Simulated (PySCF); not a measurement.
Si (silicon, neutral): UHF calculation

Configuration: [Ne] 3s2 3p2, high-spin 3P determinant. Computed with PySCF 2.14 in aug-cc-pVDZ-DK (5s4p2d, 27 functions), with the spin-free X2C one-electron Hamiltonian (Gaussian nucleus).

- Total energy: -289.452928 hartree
- One-electron energy: -401.3614 hartree
- Hartree (Coulomb) energy: 132.2769 hartree
- Exchange energy: -20.3684 hartree
- ⟨S²⟩: 2.0135
- ⟨L²⟩: 2.040
- Sum of ⟨r⟩: 14.48 bohr
- Sum of ⟨r²⟩: 32.29 bohr²
- Traceless quadrupole moment −½Σ⟨3z² − r²⟩ along its main axis: 3.61 e·bohr²
- Langevin diamagnetic susceptibility: -25.6 ×10⁻⁶ cm³/mol
- Time after the integrals: 0.05 s of wall time on 1 thread of Neoverse-V2 (shared host)

```tsv
shell	electrons	mean orbital energy (eV)	spread (eV)	rms radius, mean of both spins (bohr)
1s α	1	-1877.1	0	0.129
1s β	1	-1876.8	0	0.129
2s α	1	-168.40	0	0.612
2s β	1	-168.11	0	0.612
2p α	3	-116.06	0.244	0.599
2p β	3	-115.54	0.365	0.599
3s α	1	-16.941	0	2.38
3s β	1	-12.689	0	2.38
3p α	2	-8.177	0	3.00
```

Densities and radii are taken from the X2C orbitals without a picture-change correction, which distorts them close to the nucleus.
